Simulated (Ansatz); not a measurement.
C₄H₂F₈ (`FC(F)C(F)(C(F)F)C(F)(F)F`) at its PBE0-D4/def2-TZVP geometry, where that method's forces vanish. Total charge 0; spin multiplicity 1.

```xyz
14

F     1.9962   -0.6713   -1.1844
C     1.2476    0.3149   -0.6727
F     1.0953    1.2548   -1.6344
C    -0.1440   -0.2186   -0.2858
F    -0.6365   -0.9636   -1.3149
C    -1.0977    0.9766   -0.1040
F    -2.2746    0.5882    0.4096
F    -0.5458    1.8806    0.7333
C    -0.0589   -1.1359    0.9535
F     0.8405   -2.0975    0.7693
F     0.3102   -0.4230    2.0196
F    -1.2224   -1.7131    1.2068
H     1.7620    0.7644    0.1808
H    -1.2719    1.4435   -1.0767
```

What forces (eV/Å) does r2SCAN-D4/def2-TZVPP give on these atoms in Ansatz? (Best estimate.)

The calculation gave: 
```
F1   0.182 -0.296 -0.151
C2  -0.057  0.055  0.427
F3  -0.060  0.262 -0.286
C4   0.109  0.142  0.255
F5  -0.136 -0.224 -0.303
C6   0.111 -0.056 -0.385
F7  -0.319 -0.138  0.163
F8   0.175  0.242  0.248
C9  -0.037  0.216 -0.281
F10  0.289 -0.296 -0.076
F11  0.105  0.243  0.326
F12 -0.366 -0.171  0.064
H13  0.015  0.010  0.020
H14 -0.010  0.010 -0.020
```
